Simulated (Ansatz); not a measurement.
A structure relaxed at PBE-D4/def2-SVP in Ansatz, charge 1, singlet:

```xyz
7

Al   -2.401    1.160   -1.387
Al   -0.231   -2.161    0.227
Al    2.538    0.620   -1.487
Al    0.125    0.768    2.035
P    -1.662   -0.227    0.691
P     1.600   -0.583    0.625
P     0.032    0.424   -0.703
```

(1) Give its formula and point group.

(2) Summarise the bond lengths by kind (pairs closer than 1.2 times the sum of covalent radii, bridged metal pairs left out).

Answers

(1) Al₄P₃⁺. Point group C2v (tolerance 0.1 Å).

(2) 8 × Al–P 2.45 to 2.63 Å; 2 × P–P 2.29 Å.

The restricted singlet is unstable towards broken spin symmetry in Hartree–Fock (as tested in another run); at PBE-D4/def2-SVP this wasn't settled. Another isomer (singlet) lies 0.62 eV lower at PBE0-D4/def2-TZVP; other spin states weren't run for this one.
